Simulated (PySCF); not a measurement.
Input file for PySCF: R-MP2/6-31G* on C2H6 (SMILES CC).

```python
from pyscf import gto, scf, dft, mp
from pyscf.data.elements import chemcore

mol = gto.M(
    atom='''
    C    -0.67205521    0.42664691    3.44913055
    C     0.63956333   -0.33641626    3.28891109
    H    -1.16517616    0.57882542    2.48713361
    H    -0.50698215    1.40993434    3.89406107
    H    -1.36890369   -0.11368215    4.09292200
    H     0.47592327   -1.31938286    2.84270515
    H     1.12900773   -0.49013890    4.25261630
    H     1.33904062    0.20325233    2.64753958
    ''',
    basis='6-31g*',
    cart=True,
    charge=0, spin=0, verbose=3, max_memory=1800)
mf = scf.RHF(mol)
mf.conv_tol = 1e-8
mf.max_cycle = 100
mf.kernel()
if not mf.converged:
    mf = mf.newton().run(mf.mo_coeff, mf.mo_occ)
pt = mp.MP2(mf, frozen=chemcore(mol)).run()
```

It printed:

```
converged SCF energy = -79.2285987066697
E(RMP2) = -79.4947239151623  E_corr = -0.26612520849262
E(SCS-RMP2) = -79.4980902807863  E_corr = -0.269491574116627
```

Self-consistency was reached.

Cost: around 0.16 core-seconds (rough).
